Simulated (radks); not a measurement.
Spherical quantum dot in the effective-mass picture: electrons in a hard-walled sphere of radius 12.6, with a point charge +1 (a donor) at the centre, all in effective atomic units (hartree* = m*/eps^2 hartree, bohr* = eps/m* bohr), one dielectric constant everywhere. Calculated with a radial shooting solver with Libxc functionals: non-relativistic Kohn-Sham, PBE, spin-polarised, spherical densities. Levels are named by radial order and angular momentum (1s, 1p, 1d, 2s, ...), and open shells are averaged over m. Results are scaled to m* = 0.048 and eps = 17.3, for which hartree* = 4.364 meV and bohr* = 19.07 nm.

N = 4, configuration 1s2 1p(up 1, down 0) 2s(up 1, down 0). This is the lowest configuration that the search found (a dilute case). Occupied levels:

level,occupation,eigenvalue (meV),<r> (nm)
1s up,1,1.0883,51.44
1s down,1,1.2317,85.64
2s up,1,1.2651,146.2
1p up,1,1.3034,162.6

Energy (meV): total -0.462307, kinetic 2.8602, external -6.8435, Hartree 6.0824, exchange-correlation -2.5613.

Electron density:

r (nm),n(r) (e/nm^3)
11.2,0.00001519
29.3,2.762e-06
47.3,6.463e-07
65.4,2.001e-07
83.5,9.445e-08
102,7.505e-08
120,7.856e-08
138,8.605e-08
156,8.668e-08
174,7.371e-08
192,4.683e-08
210,1.905e-08
228,2.986e-09
